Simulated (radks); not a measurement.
Spherical quantum dot in the effective-mass picture: electrons in a well V = -V0 / (1 + exp((r - R)/a)) with V0 = 25.3, R = 2.55, a = 0.17, with a point charge +1 (a donor) at the centre, all in effective atomic units (hartree* = m*/eps^2 hartree, bohr* = eps/m* bohr), one dielectric constant everywhere. Calculated with a radial shooting solver with Libxc functionals: non-relativistic Kohn-Sham, LDA (Slater exchange, Perdew-Wang correlation), spin-polarised, spherical densities. Levels are named by radial order and angular momentum (1s, 1p, 1d, 2s, ...), and open shells are averaged over m. Each electron was tried in the lowest free levels, single moves between levels near the top were tried too, and the lowest total energy was kept; such a search can miss a lower state. At N = 1 the Hartree and exchange-correlation terms need not cancel, so that row can carry a self-interaction error.

N,open shells,2S,E (hartree*),mu = E(N) - E(N-1) (hartree*),addition energy mu(N+1) - mu(N) (hartree*),rms radius (bohr*)
1,"1s(up 1, down 0)",1,-25.5375,-25.537,0.8251,1.081
2,none,0,-50.2498,-24.712,1.690,1.150
3,"1p(up 1, down 0)",1,-73.2718,-23.022,0.5339,1.288
4,"1p(up 2, down 0)",2,-95.7599,-22.488,0.5476,1.360
5,"1p(up 3, down 0)",3,-117.700,-21.940,0.7012,1.407
6,"1p(up 3, down 1)",2,-138.940,-21.239,0.5182,1.445
7,"1p(up 3, down 2)",1,-159.661,-20.721,0.5287,1.474
8,none,0,-179.853,-20.192,1.522,1.499
9,"1d(up 1, down 0)",1,-198.524,-18.671,0.4994,1.531
10,"1d(up 2, down 0)",2,-216.695,-18.171,0.5016,1.558
11,"1d(up 3, down 0)",3,-234.365,-17.670,0.5025,1.581
12,"1d(up 4, down 0)",4,-251.532,-17.167,0.5026,1.601
13,"1d(up 5, down 0)",5,-268.196,-16.665,0.6393,1.618
14,"1d(up 5, down 1)",4,-284.222,-16.025,0.4879,1.634
15,"1d(up 5, down 2)",3,-299.759,-15.537,0.4900,1.649
16,"1d(up 5, down 3)",2,-314.806,-15.047,0.4910,1.662
17,"1d(up 5, down 4)",1,-329.363,-14.556,0.4913,1.674
18,none,0,-343.428,-14.065,1.007,1.686
19,"2s(up 1, down 0)",1,-356.486,-13.058,0.7479,1.685
20,none,0,-368.797,-12.311,0.8496,1.683
21,"1f(up 1, down 0)",1,-380.258,-11.461,0.4731,1.696
22,"1f(up 2, down 0)",2,-391.246,-10.988,0.4732,1.708
23,"1f(up 3, down 0)",3,-401.760,-10.515,0.4731,1.720
24,"1f(up 4, down 0)",4,-411.802,-10.042,-,1.730

All shells are closed at N = 2, 8, 18, 20 (there: 1s2 1p6 1d10 2s2); the second difference of the energy has clear peaks (12 % above both neighbours; the first and last values, which can be the largest, are not judged, and half-filled shells can peak too) at N = 2, 5, 8, 13, 18, 20.
